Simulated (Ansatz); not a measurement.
The first iterations of a band of C2H3NSe (7 atoms, charge 0, multiplicity 1).

Method: RKS B3LYP-D4/def2-SVP in Ansatz 0.2.0.

```yaml
movable_images: 5
climbing_image: yes
spring: 5.0 eV/Å²
optimiser: quadratic models (default)
start_path: through a guess of the saddle point
force_threshold: 0.03 eV/Å
iteration_limit: 60
end_points: relaxed
```

First end point:

```xyz
7
Properties=species:S:1:pos:R:3
C -0.654 0.751 -0.243
Se 0.732 0.342 1.098
C 1.187 -1.321 0.444
N 1.498 -2.373 0.057
H -0.209 0.773 -1.245
H -1.031 1.748 0.025
H -1.462 0.013 -0.182
```

Last end point:

```xyz
7
Properties=species:S:1:pos:R:3
C -0.498 1.307 -0.482
Se 0.228 0.333 0.821
C 0.969 -1.626 0.392
N 1.473 -2.593 -0.019
H 0.225 1.943 -1.000
H -1.345 0.924 -1.055
H -0.990 -0.356 1.297
```

| iteration | highest image above the first end (eV) | largest band force component (eV/Å) |
| --- | --- | --- |
| 1 | 6.231 | 16.456 |
| 2 | 5.399 | 1.994 |
| 3 | 5.105 | 2.541 |
| 4 | 4.873 | 0.675 |
| 5 | 4.491 | 0.789 |
| 6 | 4.441 | 0.569 |
| 7 | 4.383 | 1.406 |
| 8 | 4.500 | 1.864 |

Q: Does the band converge within its limit, and where does its top end?

A: The run converged. It ended after 25 iterations with the highest image 4.151 eV above the first end. Neighbouring images differ by up to 2.5 eV, so the band resolves the path poorly. A vibrational analysis at the climbing image gives one clearly imaginary mode, 1064i cm⁻¹: a first-order saddle point. The orbitals stay closed-shell, which can raise the energy where a bond breaks towards radicals; this wasn't checked here.

Time of the run: 3.2 min on 2 threads of Intel(R) Xeon(R) 6975P-C (Granite Rapids) (shared host), peak memory 0.22 GiB.
